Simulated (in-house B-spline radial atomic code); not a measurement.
## RPA and G0W0 on PBE: As IV (As3+)

Configuration [Ar] 3d10 4s2, mean-field start PBE. Computed with a B-spline radial code for spherical atoms: all electrons, scalar-relativistic (spin-free one-electron X2C), finite nucleus, each spin shell either full or empty, empty states to l = 9 with an (l + 1/2)⁻⁴ tail; G0W0 by contour deformation at full frequency.

Command:
```bash
python run_gw.py task.json out
```
Settings (radii: box in bohr, nucleus in fm):
```
Z                        33
electrons                30
configuration            [Ar] 3d10 4s2
hamiltonian              x2c
method                   pbe,pbe
lmax                     9
rms_radius               4.0968
spin_polarised           False
box_radius               14.14
intervals                69
ion_configuration        [Ar] 3d10 4s1
```

Time taken, with all properties: 8.5 s on 1 thread of Arm Neoverse N1, on a shared host.

Energies (hartree):

| term | value |
| --- | --- |
| mean-field total | -2258.40754 |
| Hartree-Fock functional on these orbitals | -2257.04264 |
| direct second order | -2.7198 |
| second-order exchange | 0.78882 |
| SOSEX correction | 0.71123 |

What is the RPA correlation energy, and what remains with SOSEX?

RPA gives -2.3081 hartree (-2.09 eV per electron); RPA + SOSEX gives -1.5969, and the second-order doubles -1.931 hartree (no singles). SOSEX takes back 31 % of the RPA value.

Quasi-particle levels (eV):

```
level  occupied  mean field  Σx - vxc     Σc  QP weight     G0W0
   4s       yes      -44.42     -3.81      ?          ?        ?
   3d       yes      -74.91    -16.64   4.25      0.873   -87.29
   4p        no      -32.87      5.99  -1.59      0.949  -28.467
```

G0W0 = mean field + (Σx - vxc) + Σc, with Σc (partial-wave tail included) taken at the quasi-particle energy. Only the outer levels were computed. Levels of low weight are left out.

Where does G0W0 put 4s?

At -50.33 eV, with Σc = -2.10 eV and a quasi-particle weight of 0.951. The tabulated removal energy is 50.15 ± 0.06 eV (NIST, measured); the calculation leaves out spin-orbit coupling, Breit and QED terms, and what these don't explain is the method's own error.

What does it cost to remove one electron (to [Ar] 3d10 4s1) by differences of total energies, each species on its own start (correlation terms add to the Hartree-Fock functional)?

PBE 50.22 eV, Hartree-Fock functional 47.76 eV, + RPA 50.28 eV, + RPA + SOSEX 49.70 eV, + second order 50.82 eV. Tabulated: 50.15 ± 0.06 eV (NIST, measured); the calculation leaves out spin-orbit coupling, Breit and QED terms, and what these don't explain is the method's own error.
